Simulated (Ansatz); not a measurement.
Total energies of Cd3 from Ansatz at r2SCAN/def2-TZVP, gas phase (1 Eh = 27.2114 eV = 2625.5 kJ/mol). The reference geometry is relaxed at PBE/def2-TZVP.

```tsv
atom	x (Å)	y (Å)	z (Å)
Cd1	1.097	1.089	1.144
Cd2	0.819	-1.206	-1.255
Cd3	-1.917	0.116	0.112
```

| state | geometry | energy (Eh) |
| --- | --- | --- |
| charge 0 singlet | reference | -503.51893 |
| charge 1 doublet | reference | -503.24201 |
| charge 0 triplet | relaxed at PBE/def2-TZVP | -503.44598 |
| charge 0 quintet | relaxed at PBE/def2-TZVP | -503.35355 |
| free Cd atom (singlet) | – | -167.83561 |

In the def2 sets Cd takes a core potential; there is no spin–orbit coupling.

(1) Work out the vertical ionisation energy to the doublet.

(2) Which of the charge 0 states is lowest, and how far above it are the others?

(3) What is the binding energy per atom against free atoms?

(1) E(charge 1 doublet) − E(charge 0 singlet) = -503.24201 − (-503.51893) = 0.27692 Eh = 7.54 eV. For comparison, −ε of the highest occupied level is 5.39 eV at this level, 2.15 eV less.

(2) The singlet. triplet: -503.44598 − (-503.51893) = 0.07295 Eh = 191.5 kJ/mol; quintet: -503.35355 − (-503.51893) = 0.16538 Eh = 434.2 kJ/mol. The triplet differs in its bonds from the reference.

(3) Atoms: 3 × (-167.83561) = -503.50683 Eh. Binding: -503.50683 − (-503.51893) = 0.01210 Eh = 0.33 eV, or 0.11 eV for each of 3 atoms (no zero-point energy, no counterpoise term).

At r2SCAN/def2-TZVP the gap within one spin of the charge 1 doublet nearly closes, so an electron or hole may be smeared out by delocalisation error. 

The structure comes from a short search, and lower isomers may exist.
